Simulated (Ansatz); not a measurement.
TiSi₂⁺. Total charge 1; doublet. Geometry PBE0-D4/def2-TZVP; atoms count from 1.

| atom | x (Å) | y (Å) | z (Å) |
| --- | --- | --- | --- |
| Ti1 | -1.410 | -0.211 | -0.423 |
| Si2 | 0.426 | -0.073 | 1.233 |
| Si3 | 0.983 | 0.284 | -0.810 |

The relaxed charge 1 doublet is spin-contaminated (final ⟨S²⟩ up to 1.41, 0.75 for a pure state). No other spin state of charge 1 was run. The geometry of the doublet was relaxed on an unsound state (⟨S²⟩ 1.41, where a pure state has 0.75). The structure comes from a short search, and lower isomers may exist.

Problem. Estimate the Mulliken populations from the PBE0/def2-TZVP orbitals of Ansatz.

Solution. 
| atom | charge (e) | spin (α − β) | d electrons |
| --- | --- | --- | --- |
| Ti1 | 0.72 | 2.14 | 2.55 |
| Si2 | 0.14 | -0.57 | – |
| Si3 | 0.14 | -0.57 | – |
Mulliken values and Mayer orders depend strongly on the basis.

Problem. Where does the spin sit?

Solution. Summed by element: Ti 2.14, Si -1.14, of 1 unpaired in all. Largest on single atoms: Ti1 2.14, Si2 -0.57, Si3 -0.57.

Problem. And the Mayer bond orders between bonded heavy atoms (over 0.3)?

Solution. Ti1–Si2 1.26 (2.48 Å); Ti1–Si3 1.26 (2.47 Å); Si2–Si3 1.66 (2.15 Å).
